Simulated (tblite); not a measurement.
Compound: C5H6FO2Si (doublet state).
Numbering: `[H]/[C:1]=[C:2](/[F:3])[SiH2:4][C:5](=[O:6])[C:7]([CH3:8])=[O:9]` (hydrogens: H10 on C1; H11, H12 on Si4; H13, H14, H15 on C8)
Bond orders are those of one Lewis drawing.

Computed with GFN2-xTB (tblite), gas phase: L-BFGS steps from a force-field or distance-geometry start until the largest atomic force falls under 0.01 eV/Å.

Step 7: E = -766.6245 eV
```
atom  x, y, z in Å  |  force x, y, z in eV/Å
C1      3.1075    1.2981    0.7401   -0.338   0.113   0.185
C2      1.9209    0.8761    0.8771    0.074  -0.116  -0.120
F3      0.8961    1.4177    1.6087    0.122  -0.125  -0.141
Si4     1.4456   -0.8231   -0.0083   -0.051  -0.049  -0.017
C5     -0.4690   -1.0349    0.0281    0.081   0.105  -0.014
O6     -0.9910   -1.9898    0.5625   -0.036  -0.063   0.114
C7     -1.2901    0.0527   -0.6519    0.025   0.090  -0.112
C8     -2.7303    0.1214   -0.2493    0.063  -0.090   0.037
O9     -0.7583    0.7657   -1.4731    0.087  -0.096   0.158
H10     4.0763    1.6860    0.6363    0.071  -0.051  -0.064
H11     1.9841   -0.8001   -1.3677   -0.064   0.097   0.081
H12     2.0449   -1.8953    0.8029   -0.107   0.140  -0.080
H13    -2.7952    0.1882    0.8358    0.004   0.081  -0.009
H14    -3.2124   -0.8169   -0.5257    0.016   0.029  -0.048
H15    -3.2334    0.9622   -0.7222    0.052  -0.064   0.028
```

Step 8: E = -766.6348 eV
```
atom  x, y, z in Å  |  force x, y, z in eV/Å
C1      3.1068    1.3156    0.7505   -0.537   0.061   0.225
C2      1.9261    0.8759    0.8749    0.074  -0.122  -0.147
F3      0.8899    1.3995    1.5962    0.085  -0.072  -0.083
Si4     1.4456   -0.8211   -0.0157   -0.094  -0.159   0.012
C5     -0.4700   -1.0394    0.0313   -0.006  -0.034   0.078
O6     -1.0018   -1.9894    0.5716    0.118   0.085   0.030
C7     -1.2828    0.0496   -0.6501   -0.173   0.050   0.010
C8     -2.7279    0.1241   -0.2515    0.084  -0.138   0.051
O9     -0.7433    0.7613   -1.4643    0.154   0.018   0.029
H10     4.0772    1.6784    0.6301    0.278  -0.001  -0.104
H11     1.9809   -0.7860   -1.3760   -0.058   0.078   0.097
H12     2.0352   -1.8931    0.8080   -0.095   0.170  -0.129
H13    -2.7938    0.1866    0.8355    0.015   0.111  -0.060
H14    -3.2093   -0.8178   -0.5228    0.034   0.071  -0.066
H15    -3.2373    0.9638   -0.7244    0.121  -0.118   0.056
```

Step 9: E = -766.6554 eV
```
atom  x, y, z in Å  |  force x, y, z in eV/Å
C1      3.1003    1.3536    0.7750   -0.591   0.069   0.252
C2      1.9342    0.8704    0.8672    0.114  -0.086  -0.177
F3      0.8804    1.3630    1.5703   -0.057   0.025   0.051
Si4     1.4430   -0.8196   -0.0294   -0.154  -0.278   0.022
C5     -0.4731   -1.0494    0.0394   -0.021   0.042   0.051
O6     -1.0186   -1.9856    0.5890    0.199   0.018   0.061
C7     -1.2717    0.0432   -0.6457   -0.255   0.142   0.005
C8     -2.7218    0.1268   -0.2548    0.078  -0.149   0.047
O9     -0.7111    0.7545   -1.4477    0.085   0.014   0.042
H10     4.0812    1.6620    0.6161    0.374  -0.036  -0.158
H11     1.9732   -0.7576   -1.3889   -0.044   0.033   0.092
H12     2.0150   -1.8852    0.8148   -0.041   0.150  -0.168
H13    -2.7906    0.1863    0.8342    0.039   0.139  -0.115
H14    -3.2030   -0.8185   -0.5191    0.052   0.096  -0.088
H15    -3.2416    0.9640   -0.7273    0.221  -0.179   0.082
```

**Question.** Estimate the geometry and energy of step 10. (The exact step hangs on the optimiser's Hessian estimate; all steps are aligned on step 9, rigid shifts and turns removed.)

**Answer.** E = -766.6803 eV, largest force 0.376 eV/Å
```
atom  x, y, z in Å  |  force x, y, z in eV/Å
C1      3.0834    1.4258    0.8234   -0.338   0.031   0.132
C2      1.9482    0.8567    0.8490    0.285   0.157  -0.123
F3      0.8637    1.3001    1.5261   -0.226   0.123   0.202
Si4     1.4344   -0.8228   -0.0534   -0.166  -0.283   0.016
C5     -0.4788   -1.0636    0.0539   -0.145  -0.002   0.091
O6     -1.0430   -1.9795    0.6214    0.371   0.059   0.012
C7     -1.2554    0.0349   -0.6386   -0.263   0.212   0.026
C8     -2.7098    0.1286   -0.2596    0.062  -0.105   0.014
O9     -0.6542    0.7425   -1.4168   -0.078   0.019   0.056
H10     4.0892    1.6290    0.5887   -0.019  -0.210  -0.122
H11     1.9583   -0.7075   -1.4075   -0.020  -0.056   0.039
H12     1.9789   -1.8676    0.8221    0.082   0.016  -0.156
H13    -2.7842    0.1900    0.8303    0.080   0.150  -0.142
H14    -3.1915   -0.8183   -0.5157    0.065   0.070  -0.111
H15    -3.2436    0.9597   -0.7301    0.310  -0.181   0.067
```

The energy changes by -0.0249 eV. The first-order estimate −F·Δx gives -0.0442 eV and the mean of the old and new forces, exact on a quadratic surface, -0.0212 eV. The step makes an angle of 76° with the force vector and moves no atom by more than 0.089 Å.

What follows is the cost of the whole relaxation. Time: 0.61 s wall. Hardware: one thread of an Arm Neoverse V2, shared host with 192 logical CPUs at a one-minute load of 56.
